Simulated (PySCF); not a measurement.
C3H10OSi2, SMILES C[Si@@H]1C[SiH2]CO1.

Geometry optimised at PBE-D3(BJ)/def2-SVP. The structure was generated by enumeration; whether it is a known compound was not checked. One conformer was computed; it need not be the lowest.

Level of theory: TDA-PBE/def2-SVPD (PySCF).

Vertical excitations. Isolated molecule, no solvent.

```csv
state,energy (eV),λ (nm),f,main pairs
S1,5.78,215,0.005,HOMO→LUMO 99 %
S2,5.94,209,0.021,HOMO→LUMO+1 96 %
S3,6.22,199,0.016,HOMO→LUMO+2 98 %
S4,6.51,190,0.012,HOMO→LUMO+3 87 %
S5,6.55,189,0.000,HOMO−1→LUMO 88 %
S6,6.65,186,0.011,HOMO−1→LUMO+1 93 %
T1,5.59,222,0,HOMO→LUMO 99 %
T2,5.69,218,0,HOMO→LUMO+1 97 %
```
Triplets are in the Tamm–Dancoff approximation.
